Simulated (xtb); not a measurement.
H$_{3}$Ga (SMILES [GaH3]), singlet, from a rough starting geometry (GFN-xTB shapes and energies of metal compounds can be far from the true ones); GFN2-xTB (xtb 6.7.1).

Here is a job for xtb.
```
$ xtb mol.xyz --gfn 2 --opt vtight --json

# file mol.xyz
4

Ga     0.04914504     0.03140056    -0.06723229
H      0.67377217    -0.47479361     1.37557755
H     -0.28891357     1.45171585    -0.27755598
H     -0.34647943    -1.09750935    -1.04323800
```

### Question
What does xtb print? Leave out banner, timings and long lists.

### Answer

```
   ID    Z sym.   atoms
    1   31 Ga     1
    2    1 H      2-4

           -------------------------------------------------
          |                Calculation Setup                |
           -------------------------------------------------

           -------------------------------------------------
          |                 G F N 2 - x T B                 |
           -------------------------------------------------

          ...................................................
          :                      SETUP                      :
          :.................................................:
          :  # basis functions                  13          :
          :  # atomic orbitals                  12          :
          :  # shells                            6          :
          :  # electrons                         6          :
          :  max. iterations                   250          :
          :  Hamiltonian                  GFN2-xTB          :
          :  restarted?                      false          :
          :  GBSA solvation                  false          :
          :  PC potential                    false          :
          :  electronic temp.          300.0000000     K    :
          :  accuracy                    1.0000000          :
          :  -> integral cutoff          0.2500000E+02      :
          :  -> integral neglect         0.1000000E-07      :
          :  -> SCF convergence          0.1000000E-05 Eh   :
          :  -> wf. convergence          0.1000000E-03 e    :
          :  Broyden damping             0.4000000          :
          :  net charge                          0          :
          :  unpaired electrons                  0          :
          ...................................................

 iter      E             dE          RMSdq      gap      omega  full diag
   1     -2.6400206 -0.264002E+01  0.248E+01    6.32       0.0  T
   2     -2.6893182 -0.492976E-01  0.146E+01    5.54       1.0  T
   3     -2.6891081  0.210145E-03  0.141E+00    5.16       1.0  T
   4     -2.6921905 -0.308239E-02  0.758E-01    5.41       1.0  T
   5     -2.6923771 -0.186580E-03  0.122E-01    5.36       1.0  T
   6     -2.6923800 -0.296019E-05  0.181E-02    5.36       2.8  T
   7     -2.6923803 -0.234381E-06  0.975E-03    5.36       5.1  T
   8     -2.6923803 -0.555583E-07  0.260E-03    5.36      19.2  T
   9     -2.6923803 -0.434885E-08  0.627E-04    5.36      79.7  T
  10     -2.6923803 -0.322198E-09  0.106E-04    5.36     473.7  T

   *** convergence criteria satisfied after 10 iterations ***

         :::::::::::::::::::::::::::::::::::::::::::::::::::::
         ::                     SUMMARY                     ::
         :::::::::::::::::::::::::::::::::::::::::::::::::::::
         :: total energy              -2.677918515718 Eh    ::
         :: gradient norm              0.042392252918 Eh/a0 ::
         :: HOMO-LUMO gap              5.361494411310 eV    ::
         ::.................................................::
         :: SCC energy                -2.692380294788 Eh    ::
         :: -> isotropic ES            0.014566633951 Eh    ::
         :: -> anisotropic ES          0.002862116867 Eh    ::
         :: -> anisotropic XC         -0.000145954567 Eh    ::
         :: -> dispersion             -0.001001262300 Eh    ::
         :: repulsion energy           0.014461779070 Eh    ::
         :: add. restraining           0.000000000000 Eh    ::
         :: total charge               0.000000000000 e     ::
         :::::::::::::::::::::::::::::::::::::::::::::::::::::

      -----------------------------------------------------------
     |                   =====================                   |
     |                        A N C O P T                        |
     |                   =====================                   |
     |               Approximate Normal Coordinate               |
     |                Rational Function Optimizer                |
      -----------------------------------------------------------
      -----------------------------------------------------------
     |                   =====================                   |
     |                        A N C O P T                        |
     |                   =====================                   |
     |               Approximate Normal Coordinate               |
     |                Rational Function Optimizer                |
      -----------------------------------------------------------

          ...................................................
          :                      SETUP                      :
          :.................................................:
          :   optimization level         verytight          :
          :   max. optcycles                   200          :
          :   ANC micro-cycles                  20          :
          :   degrees of freedom                 6          :
          :.................................................:
          :   RF solver                   davidson          :
          :   write xtbopt.log                true          :
          :   linear?                        false          :
          :   energy convergence         0.1000000E-06 Eh   :
          :   grad. convergence          0.2000000E-03 Eh/α :
          :   maxmium RF displ.          1.0000000          :
          :   Hlow (freq-cutoff)         0.1000000E-01      :
          :   Hmax (freq-cutoff)         5.0000000          :
          :   S6 in model hess.         20.0000000          :
          ...................................................

generating ANC from exact Hessian ...
Using Lindh-Hessian (1995)
 Shifting diagonal of input Hessian by    9.5901644352437455E-003
 Lowest  eigenvalues of input Hessian
    0.000000    0.000000    0.000000    0.000000    0.000000    0.000000
    0.010000    0.018637    0.026403    0.159561    0.360754    0.553320
 Highest eigenvalues
[...]
 * total energy  :    -2.6779185 Eh     change       -0.2942091E-11 Eh
 * total energy  :    -2.6804732 Eh     change       -0.2554682E-02 Eh
 * total energy  :    -2.6808388 Eh     change       -0.3656146E-03 Eh
 * total energy  :    -2.6813528 Eh     change       -0.5139971E-03 Eh
 * total energy  :    -2.6813600 Eh     change       -0.7183197E-05 Eh
 * total energy  :    -2.6813608 Eh     change       -0.8432350E-06 Eh
 * total energy  :    -2.6813609 Eh     change       -0.3021580E-07 Eh
   *** GEOMETRY OPTIMIZATION CONVERGED AFTER 7 ITERATIONS ***
[...]
          :.................................................:
          :  # basis functions                  13          :
          :  # atomic orbitals                  12          :
          :  # shells                            6          :
          :  # electrons                         6          :
          :  max. iterations                   250          :
          :  Hamiltonian                  GFN2-xTB          :
          :  restarted?                      false          :
          :  GBSA solvation                  false          :
          :  PC potential                    false          :
          :  electronic temp.          300.0000000     K    :
          :  accuracy                    1.0000000          :
          :  -> integral cutoff          0.2500000E+02      :
          :  -> integral neglect         0.1000000E-07      :
          :  -> SCF convergence          0.1000000E-05 Eh   :
          :  -> wf. convergence          0.1000000E-03 e    :
          :  Broyden damping             0.4000000          :
          :  net charge                          0          :
          :  unpaired electrons                  0          :
          ...................................................

 iter      E             dE          RMSdq      gap      omega  full diag
   1     -2.6927180 -0.269272E+01  0.183E-05    5.69       0.0  T
   2     -2.6927180 -0.812683E-13  0.107E-05    5.69    4679.9  T
   3     -2.6927180 -0.754952E-14  0.428E-06    5.69   11692.1  T

   *** convergence criteria satisfied after 3 iterations ***

         :::::::::::::::::::::::::::::::::::::::::::::::::::::
         ::                     SUMMARY                     ::
         :::::::::::::::::::::::::::::::::::::::::::::::::::::
         :: total energy              -2.681360865664 Eh    ::
         :: gradient norm              0.000018057805 Eh/a0 ::
         :: HOMO-LUMO gap              5.687393567830 eV    ::
         ::.................................................::
         :: SCC energy                -2.692717937684 Eh    ::
         :: -> isotropic ES            0.014048119589 Eh    ::
         :: -> anisotropic ES          0.002751936195 Eh    ::
         :: -> anisotropic XC         -0.000273211135 Eh    ::
         :: -> dispersion             -0.000996146853 Eh    ::
         :: repulsion energy           0.011357072020 Eh    ::
         :: add. restraining           0.000000000000 Eh    ::
         :: total charge               0.000000000000 e     ::
         :::::::::::::::::::::::::::::::::::::::::::::::::::::

           -------------------------------------------------
          |                Property Printout                |
           -------------------------------------------------

    * Orbital Energies and Occupations

         #    Occupation            Energy/Eh            Energy/eV
      -------------------------------------------------------------
         1        2.0000           -0.5794723             -15.7682
         2        2.0000           -0.4338565             -11.8058
         3        2.0000           -0.4338538             -11.8058 (HOMO)
         4                         -0.2248459              -6.1184 (LUMO)
         5                         -0.2113938              -5.7523
         6                         -0.1219561              -3.3186
         7                         -0.1219525              -3.3185
         8                         -0.0679857              -1.8500
         9                         -0.0679853              -1.8500
        10                          0.4235342              11.5250
        11                          1.0787209              29.3535
        12                          1.0788126              29.3560
      -------------------------------------------------------------
                  HL-Gap            0.2090079 Eh            5.6874 eV
             Fermi-level           -0.3293499 Eh           -8.9621 eV

     #   Z          covCN         q      C6AA      α(0)
     1  31 Ga       2.703     0.233   212.831    32.716
     2   1 H        0.901    -0.078     4.846     3.444
     3   1 H        0.901    -0.078     4.845     3.444
     4   1 H        0.901    -0.078     4.845     3.444

 Mol. C6AA /au·bohr⁶  :        440.679475
 Mol. C8AA /au·bohr⁸  :      31245.043876
 Mol. α(0) /au        :         43.048246

Wiberg/Mayer (AO) data.
largest (>0.10) Wiberg bond orders for each atom

 ---------------------------------------------------------------------------
     #   Z sym  total        # sym  WBO       # sym  WBO       # sym  WBO
 ---------------------------------------------------------------------------
     1  31 Ga   2.411 --     4 H    0.804     3 H    0.804     2 H    0.804
     2   1 H    0.994 --     1 Ga   0.804
     3   1 H    0.994 --     1 Ga   0.804
     4   1 H    0.994 --     1 Ga   0.804
 ---------------------------------------------------------------------------

Topologies differ in total number of bonds
Writing topology from bond orders to xtbtopo.mol

molecular dipole:
                 x           y           z       tot (Debye)
 q only:       -0.000       0.000      -0.000
   full:       -0.000       0.000       0.000       0.000
molecular quadrupole (traceless):
                xx          xy          yy          xz          yz          zz
 q only:        0.746       0.144      -0.493      -0.569      -0.065      -0.252
  q+dip:        0.283       0.055      -0.188      -0.216      -0.025      -0.096
   full:        3.360       0.647      -2.223      -2.563      -0.293      -1.137

optimized geometry written to: xtbopt.xyz

           -------------------------------------------------
          | TOTAL ENERGY               -2.681360865664 Eh   |
          | GRADIENT NORM               0.000018057805 Eh/α |
          | HOMO-LUMO GAP               5.687393567830 eV   |
           -------------------------------------------------
```
